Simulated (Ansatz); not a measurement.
Program: Ansatz. Geometries: PBE0-D4/def2-TZVP. ΔE: electronic, gas phase. CCSD(T)/CBS adds triple-zeta CCSD(T) − MP2 to the extrapolated MP2 energy (def2 sets, frozen cores). This one scheme is used for every species. Functionals use def2-TZVPP. B3LYP here is the variant with VWN-RPA as its local correlation; programs differ in this. HSE06 is defined as in plane-wave codes. def2 core potentials past Kr. For In, Sn outer-core shells are correlated without core-valence functions, which leaves a few kJ/mol of doubt a bond. Each species was taken in one conformer, which may not be the lowest.

`[NH2][InH][SnH2][OH]` + CH₃OH → `C[O][InH][NH2]` + `[OH][SnH3]`  (cleavage of the In–Sn bond)

```
             level  ΔE (kJ/mol)  difference from CCSD(T)/CBS
       LDA (SPW92)         57.6                          6.3
            PBE-D4         57.0                          5.7
         revPBE-D4         51.6                          0.3
           BLYP-D4         49.3                         -2.0
         r2SCAN-D4         49.4                         -1.9
            B97M-V         35.6                        -15.7
           PBE0-D4         59.9                          8.6
          B3LYP-D4         53.0                          1.7
        r2SCANh-D4         52.0                          0.7
          HSE06-D4         60.4                          9.1
          BHLYP-D4         55.3                          4.0
      CAM-B3LYP-D4         46.1                         -5.2
           ωB97X-V         44.4                         -6.9
           ωB97M-V         50.1                         -1.2
            B2PLYP         49.8                         -1.5
          PBE-QIDH         55.0                          3.7
               PBE         58.1                          6.8
            revPBE         58.0                          6.7
              BLYP         52.5                          1.2
            r2SCAN         49.6                         -1.7
              PBE0         60.5                          9.2
             B3LYP         54.6                          3.3
           r2SCANh         52.1                          0.8
           r2SCAN0         55.6                          4.3
             HSE06         60.8                          9.5
             BHLYP         53.6                          2.3
         CAM-B3LYP         46.4                         -4.9
           LC-ωPBE         45.1                         -6.2
       HF/def2-SVP         52.9                          1.6
     CCSD/def2-SVP         48.6                         -2.7
  CCSD(T)/def2-SVP         48.0                         -3.3
    MP2/def2-TZVPP         49.7                         -1.6
SCS-MP2/def2-TZVPP         45.2                         -6.1
   CCSD/def2-TZVPP         47.9                         -3.4
CCSD(T)/def2-TZVPP         46.0                         -5.3
     HF/def2-QZVPP         47.1                         -4.2
    MP2/def2-QZVPP         52.3                          1.0
      HF/CBS(def2)         46.9                         -4.4
     MP2/CBS(def2)         55.0                          3.7
    CCSD/CBS(def2)         53.2                          1.9
       CCSD(T)/CBS         51.3                            0
```

Largest T1 diagnostic among the species: 0.016.

From r2SCAN to r2SCAN0 (25 % exact exchange), in def2-TZVPP and without D4, ΔE moves by +6.0 kJ/mol. At CCSD(T), def2-SVP lies −3.3 kJ/mol from the extrapolated value and def2-TZVPP −5.3 kJ/mol. Leaving LDA and LC-ωPBE aside and taking each functional with its dispersion term where it has one, the values spread over 24.8 kJ/mol, from B97M-V to HSE06-D4.

CCSD(T)/CBS has its own doubt, a few kJ/mol and more with outer-core shells, so smaller differences from it don't rank the levels.
